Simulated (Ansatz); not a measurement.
`C[N](C)[In]([Cl])[Cl]` → `[CH2][N](C)[In]([Cl])[Cl]`• + H• at 700 K and 1 bar (homolysis of the C–H bond).

Calculated with Ansatz (gas phase, PBE0-D4/def2-TZVP geometries, no zero-point term in ΔE). CCSD(T)/CBS is the MP2 limit (def2-TZVPP, def2-QZVPP) plus CCSD(T) − MP2 in def2-TZVPP, frozen cores. This one scheme is used for every species, atoms too. No spin–orbit coupling; open shells (•) take unrestricted orbitals. Elements past krypton have def2 core potentials. For In outer-core shells are correlated without core-valence functions, so the limit isn't a true one: a few kJ/mol of doubt a bond, and 10 to 20 or more in all where bonds break to atoms. One conformer a species, not always the lowest.

```
                     species  CCSD(T)/CBS energy (Eh)  H − E (kJ/mol)  S (J/(mol·K))
     `C[N](C)[In]([Cl])[Cl]`              -1243.88764           312.7          558.0
`[CH2][N](C)[In]([Cl])[Cl]`•              -1243.26860           280.0          555.0
                          H•                 -0.50000            14.6          132.5
```

H − E and S are ideal-gas, rigid-rotor, harmonic terms from PBE0-D4/def2-TZVP, for one conformer and one mirror image of each species, with the whole ground term of open shells counted as degenerate. 1 Eh = 2625.50 kJ/mol, R = 8.31446 J/(mol·K).

Q: By hand: ΔE, ΔH, ΔS and ΔG.

A: ΔE = (-1243.26860) + (-0.50000) − (-1243.88764) = 0.11904 Eh = 312.5 kJ/mol. Δ(H − E) = 280.0 + 14.6 − 312.7 = -18.1, so ΔH = 294.4 kJ/mol. ΔS = 555.0 + 132.5 − 558.0 = 129.5 J/(mol·K). ΔG = 294.4 − 700 × (129.5)/1000 = 203.7 kJ/mol.

Q: By hand: the equilibrium constant, and the temperature at which ΔG would vanish if ΔH and ΔS stayed fixed.

A: log₁₀ K = −ΔG/(RT ln 10) = -15.2. ΔG = 0 at ΔH/ΔS = 2273 K.

The number of gas molecules changes by +1, which sets the sign of ΔS. A doubt of 5 kJ/mol in ΔE shifts log₁₀ K by 0.4 here. Other conformers and mirror images would add mixing entropy, several J/(mol·K) or more a flexible species. Modes under 60 cm⁻¹, often nearly free rotors, make the harmonic entropy too high. These are equilibria of isolated gas molecules and say nothing of rates. Largest T1 diagnostic: 0.015 (customary marks: 0.02 for closed shells, 0.045 for open ones).
